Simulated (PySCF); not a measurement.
# Isomerisation enthalpies of C6H12O2

**Experimental background.**

From CRC Handbook of Chemistry and Physics, for the gas at 298.15 K: enthalpy of formation of `CC(=O)OC(C)(C)C` -516.5 kJ/mol; enthalpy of formation of `COC(=O)C(C)(C)C` (methyl pivalate) -491.2 kJ/mol; enthalpy of formation of `CCCCOC(C)=O` (butyl acetate) -485.3 kJ/mol; enthalpy of formation of `CCCCC(=O)OC` -471.1 kJ/mol.

How close the calculation comes is told at the end.

Differences of these values give the isomerisation enthalpies. Geometries: GFN2-xTB; runs in PySCF, gas phase, with a dispersion term only where the level names one. Total electronic energies (Eh):

```tsv
SMILES	PBE0/pcSseg-1
CC(=O)OC(C)(C)C	-385.84829
COC(=O)C(C)(C)C	-385.84101
CCCCOC(C)=O	-385.84131
CCCCC(=O)OC	-385.83907
```

Geometry of `CC(=O)OC(C)(C)C` (Å):
```
atom  x, y, z in Å
C1     2.9634    0.0418   -0.3310
C2     1.5898   -0.4713    0.0349
O3     1.3945   -1.4950    0.6375
O4     0.6560    0.3718   -0.3948
C5    -0.7558    0.1332   -0.1549
C6    -1.4532    1.3299   -0.8024
C7    -1.0343    0.0993    1.3474
C8    -1.1903   -1.1688   -0.8263
H9     3.5570   -0.7741   -0.7343
H10    3.4510    0.4004    0.5733
H11    2.8863    0.8521   -1.0486
H12   -2.5298    1.2323   -0.6994
H13   -1.2006    1.3830   -1.8581
H14   -1.1333    2.2518   -0.3242
H15   -0.5425   -0.7553    1.8036
H16   -2.1040    0.0237    1.5201
H17   -0.6656    1.0096    1.8159
H18   -0.6882   -2.0158   -0.3674
H19   -2.2641   -1.2937   -0.7186
H20   -0.9413   -1.1444   -1.8853
```

Geometry of `COC(=O)C(C)(C)C` (Å):
```
atom  x, y, z in Å
C1     2.8495    0.2964   -0.8154
O2     1.6127    0.3081   -0.1187
C3     0.5485   -0.1427   -0.7981
O4     0.6151   -0.5368   -1.9321
C5    -0.7201   -0.0847    0.0454
C6    -0.9662    1.3723    0.4509
C7    -0.5133   -0.9495    1.2930
C8    -1.8919   -0.6126   -0.7801
H9     3.1069   -0.7217   -1.1150
H10    2.7874    0.9196   -1.7100
H11    3.5920    0.6910   -0.1262
H12   -1.8702    1.4392    1.0521
H13   -1.0908    1.9975   -0.4306
H14   -0.1290    1.7512    1.0315
H15   -1.4083   -0.9252    1.9103
H16   -0.3151   -1.9820    1.0137
H17    0.3255   -0.5798    1.8767
H18   -2.8072   -0.5789   -0.1946
H19   -2.0239   -0.0124   -1.6766
H20   -1.7067   -1.6385   -1.0878
```

Geometry of `CCCCOC(C)=O` (Å):
```
atom  x, y, z in Å
C1    -2.8537   -0.2220    0.2546
C2    -2.1042    0.9724   -0.3248
C3    -0.6002    0.9187   -0.0629
C4     0.0801   -0.2485   -0.7744
O5     1.5014   -0.1599   -0.6611
C6     2.0595   -0.6758    0.4386
C7     3.5568   -0.5098    0.4118
O8     1.4413   -1.2145    1.3183
H9    -3.9272   -0.0674    0.1749
H10   -2.6032   -0.3544    1.3043
H11   -2.6039   -1.1363   -0.2768
H12   -2.4938    1.8877    0.1255
H13   -2.2848    1.0296   -1.4007
H14   -0.1378    1.8467   -0.4084
H15   -0.4174    0.8271    1.0097
H16   -0.1274   -0.2265   -1.8466
H17   -0.2458   -1.2009   -0.3466
H18    3.8452    0.1867   -0.3685
H19    4.0114   -1.4798    0.2210
H20    3.8987   -0.1621    1.3830
```

Geometry of `CCCCC(=O)OC` (Å):
```
atom  x, y, z in Å
C1    -3.0494    0.1242   -0.8118
C2    -1.6000   -0.2987   -0.6085
C3    -1.0875    0.1000    0.7738
C4     0.3253   -0.4176    1.0350
C5     1.3596    0.2866    0.1873
O6     1.2632    1.3938   -0.2691
O7     2.4443   -0.4870    0.0306
C8     3.5234    0.0679   -0.7094
H9    -3.6938   -0.3575   -0.0789
H10   -3.3921   -0.1532   -1.8057
H11   -3.1506    1.2015   -0.7024
H12   -0.9747    0.1715   -1.3690
H13   -1.5179   -1.3821   -0.7282
H14   -1.7585   -0.2975    1.5383
H15   -1.0824    1.1883    0.8545
H16    0.6012   -0.2389    2.0780
H17    0.3978   -1.4904    0.8517
H18    4.4021   -0.5240   -0.4646
H19    3.3131    0.0098   -1.7793
H20    3.6718    1.1140   -0.4349
```

Zero-point and thermal terms are left out, so the computed numbers are electronic energies.

**Comparison with experiment**

Relative to `CC(=O)OC(C)(C)C`, the lowest by measurement, in kJ/mol (measured: enthalpies at 298.15 K; computed: electronic energies):

```csv
SMILES,measured,PBE0/pcSseg-1
CC(=O)OC(C)(C)C,0.0,0.0
COC(=O)C(C)(C)C,25.3,19.1
CCCCOC(C)=O,31.2,18.3
CCCCC(=O)OC,45.4,24.2
```

Measured values: -516.5 kJ/mol (298.15 K; CRC Handbook of Chemistry and Physics) for the first row; the others come from the same table. Mean unsigned miss over the other isomers: PBE0/pcSseg-1 13.4 kJ/mol. One conformer stands for `CC(=O)OC(C)(C)C`, `COC(=O)C(C)(C)C`, `CCCCOC(C)=O` and `CCCCC(=O)OC`, not necessarily the lowest, while the measurement averages over conformers. Where a level misses, the cause wasn't examined.
